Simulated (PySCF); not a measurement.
Computed shifts of a molecule CH5FO2Si2, PySCF with PBE0/pcSseg-1, GIAO, gas phase, atoms alike by connectivity averaged where their shifts nearly agree, in ppm (number of nuclei): ²⁹Si: 32.4 (1), 24.1 (1). ¹⁹F: -131.9 (1). ¹³C: 84.2 (1). ¹H: 5.90 (2), 5.07 (2), 2.96 (1). References: ¹⁷O against H2O (σ = 334.2 ppm); ²⁹Si against TMS (σ = 352.7 ppm); ¹⁹F against CFCl3 (σ = 167.2 ppm); ¹³C against TMS (σ = 186.3 ppm); ¹H against TMS (σ = 31.56 ppm), references at their B3LYP-D3(BJ)/def2-TZVP geometries, non-relativistic. Geometry: TPSSh-D3(BJ)/def2-SVP. One conformer was computed; it need not be the lowest.

Q: Which structure fits?
A) O[Si@]1(F)CO[SiH2]1
B) O=C(O)[Si@@H](F)[SiH3]
C) O=C[Si@@H](O)[SiH2]F
D) F[Si]1([SiH3])OCO1

A: A, O[Si@]1(F)CO[SiH2]1
